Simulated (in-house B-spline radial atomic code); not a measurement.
Configurations of Bi V (Bi4+), with energies counted from [Xe] 4f14 5d10 6s1. Computed with a radial B-spline atomic code at the basis-set limit: Dirac-Hartree-Fock, average of configuration, Fermi nucleus of rms radius 5.5211 fm. Energies include first-order Breit, QED and recoil terms.

Occupations are held fixed; configurations that lie above the ionisation limit could autoionise.

```csv
configuration,E - E(ref) (eV),highest orbital,its <r> (bohr)
[Xe] 4f14 5d10 7s1,27.65,7s1/2,3.932
[Xe] 4f14 5d10 10s1,46.413,10s1/2,13.17
[Xe] 4f14 5d10 10f1,49.699,10f7/2,21.53
[Xe] 4f14 5d9 5f1 6s1,50.104,5f5/2,2.677
[Kr] 4d10 4f14 5s2 5p5 5d10 5f1 6s1,129.81,5f5/2,2.619
[Kr] 4d10 4f14 5s2 5p5 5d10 6s1 9g1,150.42,9g7/2,22.1
[Xe] 4f13 5d10 6s1 6p1,165.89,6p3/2,2.367
[Xe] 4f13 5d10 6s1 9p1,199.94,9p3/2,10.51
[Xe] 4f13 5d10 6s1 7g1,202.66,7g7/2,12.56
[Xe] 4f13 5d10 6s1 10d1,203.69,10d5/2,16.68
```

(1) Order these further configurations by energy, lowest first.
A. [Xe] 4f14 5d10 9f1
B. [Xe] 4f14 5d10 10p1
C. [Kr] 4d9 4f14 5s2 5p6 5d10 5g1 6s1
D. [Kr] 4d9 4f14 5s2 5p6 5d10 6s1 7g1
E. [Xe] 4f14 5d10 10g1

(2) How far above the reference does [Kr] 4d9 4f14 5s2 5p6 5d10 6s1 9g1 lie?

(3) How far above the reference does [Xe] 4f14 5d9 6s1 7p1 lie?

(4) How far above the reference does [Xe] 4f14 5d10 9s1 lie?

## Answers

(1) B (47.177 eV), A (48.463 eV), E (50.769 eV), C (491.49 eV), D (498.17 eV).

(2) 500.93 eV; its least bound orbital is 9g7/2 with <r> = 22.11 bohr.

(3) 52.251 eV; its least bound orbital is 7p3/2 with <r> = 4.56 bohr.

(4) 43.378 eV; its least bound orbital is 9s1/2 with <r> = 9.494 bohr.
